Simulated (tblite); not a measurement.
C2HAlF2.
Bonds: C1–C2 (triple), C2–Al3, Al3–F4, Al3–F5. Hydrogens: H6 on C1.

Computed with GFN2-xTB (tblite), gas phase: L-BFGS steps from a force-field or distance-geometry start until the largest atomic force falls under 0.01 eV/Å.

Step 5: E = -419.3771 eV
```
atom  x, y, z in Å  |  force x, y, z in eV/Å
C1      1.8554   -0.0848    0.2318    0.100  -0.001   0.005
C2      0.6528   -0.0339    0.1496    0.231  -0.016   0.020
Al3    -1.2488    0.0541    0.0487   -0.121  -0.004   0.017
F4     -2.1804   -1.0967    0.7611   -0.051   0.011  -0.016
F5     -1.9847    1.2919   -0.7402   -0.071   0.009  -0.016
H6      2.9089   -0.1285    0.3005   -0.088   0.001  -0.010
```

Step 6: E = -419.3782 eV
```
atom  x, y, z in Å  |  force x, y, z in eV/Å
C1      1.8590   -0.0850    0.2321    0.048   0.001   0.002
C2      0.6568   -0.0340    0.1498    0.027  -0.008   0.009
Al3    -1.2543    0.0540    0.0483    0.034   0.007   0.016
F4     -2.1823   -1.0993    0.7628   -0.045   0.024  -0.025
F5     -1.9864    1.2949   -0.7421   -0.058  -0.022   0.003
H6      2.9103   -0.1286    0.3006   -0.006  -0.002  -0.005
```

Step 7: E = -419.3784 eV
```
atom  x, y, z in Å  |  force x, y, z in eV/Å
C1      1.8596   -0.0850    0.2321    0.027   0.001   0.000
C2      0.6575   -0.0342    0.1500    0.012  -0.006   0.008
Al3    -1.2535    0.0541    0.0486    0.020   0.011   0.012
F4     -2.1830   -1.0988    0.7623   -0.040   0.027  -0.027
F5     -1.9873    1.2945   -0.7420   -0.050  -0.030   0.009
H6      2.9099   -0.1286    0.3005    0.032  -0.004  -0.002
```

Problem. Estimate the geometry and energy of step 8. (The exact step hangs on the optimiser's Hessian estimate; all steps are aligned on step 7, rigid shifts and turns removed.)

Solution. E = -419.3790 eV, largest force 0.123 eV/Å
```
atom  x, y, z in Å  |  force x, y, z in eV/Å
C1      1.8621   -0.0848    0.2321   -0.028   0.002  -0.002
C2      0.6603   -0.0348    0.1508   -0.028   0.000   0.007
Al3    -1.2507    0.0548    0.0500   -0.012   0.014  -0.002
F4     -2.1865   -1.0959    0.7596   -0.026   0.030  -0.024
F5     -1.9920    1.2916   -0.7411   -0.030  -0.039   0.019
H6      2.9100   -0.1289    0.3001    0.123  -0.007   0.003
```

The energy changes by -0.0006 eV. The first-order estimate −F·Δx gives -0.0008 eV and the mean of the old and new forces, exact on a quadratic surface, -0.0006 eV. The step makes an angle of 22° with the force vector and moves no atom by more than 0.006 Å.

What follows is the cost of the whole relaxation. The run took under 0.1 s on one thread of an Arm Neoverse N1, no GPU, shared host with 64 logical CPUs at a one-minute load of 56.
